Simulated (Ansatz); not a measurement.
Consider the hydrogenolysis of a C–Cl bond: `Cl[C]1=C[CH2][SnH2]1` + H₂ → `C1=[CH][SnH2][CH2]1` + HCl.

Gas-phase electronic energies from Ansatz, PBE0-D4/def2-TZVP geometries. CBS: MP2 limit from def2 TZ/QZ plus the TZ coupled-cluster correction, frozen cores. This one scheme is used for every species. DFT in def2-TZVPP. B3LYP here is the variant with VWN-RPA as its local correlation; programs differ in this. def2 core potentials past Kr. For Sn outer-core shells are correlated without core-valence functions, which leaves a few kJ/mol of doubt a bond.

Problem. Is it downhill or uphill in electronic energy at CCSD(T)/CBS, and by how much? (Estimate.)

Solution. Ansatz gave: Downhill: ΔE = -67.5 kJ/mol.

Problem. What do these levels give: PBE0-D4, r2SCAN, B3LYP, HF/def2-TZVPP, SCS-MP2/def2-QZVPP, MP2/CBS(def2)? (Estimate.)

Solution. Computed: PBE0-D4 -62.5, r2SCAN -60.0, B3LYP -70.3, HF/def2-TZVPP -91.7, SCS-MP2/def2-QZVPP -65.2, MP2/CBS(def2) -59.1 kJ/mol.

Largest T1 diagnostic among the species: 0.013.

In def2-TZVPP, CCSD(T) changes the Hartree–Fock value by +21.3 kJ/mol (the triples alone add +6.8 kJ/mol) and MP2 by +29.8 kJ/mol. From PBE to PBE0 (25 % exact exchange), in def2-TZVPP and without D4, ΔE moves by −8.8 kJ/mol. The D4 term adds +8.2 kJ/mol with B3LYP and +4.4 kJ/mol with PBE0; it sums over pairs of atoms, weighted by their polarisabilities, and B3LYP, whose exchange is more repulsive, gets the larger term.
